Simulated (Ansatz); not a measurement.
A structure relaxed at r2SCAN-D4/def2-SVP in Ansatz, charge 0, singlet:

```xyz
34

C     4.674   -0.415   -3.518
C     3.556    0.012   -3.304
C     2.230    0.549   -3.031
C     2.257    1.826   -2.174
C     0.876    2.460   -1.990
C    -0.181    1.563   -1.339
C     0.193    1.046    0.048
C    -0.929    0.259    0.722
C    -0.556   -0.256    2.112
C    -1.687   -0.970    2.854
C    -2.161   -2.269    2.202
C    -3.229   -2.987    3.020
H     5.657   -0.800   -3.714
H     1.626   -0.230   -2.531
H     1.718    0.759   -3.989
H     2.932    2.557   -2.652
H     2.712    1.590   -1.197
H     0.503    2.798   -2.974
H     0.994    3.375   -1.381
H    -0.412    0.705   -1.998
H    -1.125    2.134   -1.265
H     0.482    1.900    0.692
H     1.092    0.404   -0.015
H    -1.829    0.900    0.800
H    -1.216   -0.585    0.069
H     0.313   -0.937    2.027
H    -0.209    0.598    2.723
H    -2.548   -0.281    2.958
H    -1.356   -1.192    3.885
H    -2.554   -2.060    1.191
H    -1.291   -2.937    2.056
H    -2.855   -3.247    4.024
H    -4.120   -2.351    3.156
H    -3.558   -3.919    2.534
```

(1) Give its formula, name or SMILES.

(2) Summarise the bond lengths by kind (pairs closer than 1.2 times the sum of covalent radii, bridged metal pairs left out).

Answers

(1) `C#CCCCCCCCCCC`.

(2) 11 × C–C 1.22 to 1.54 Å; 22 × C–H 1.07 to 1.11 Å.
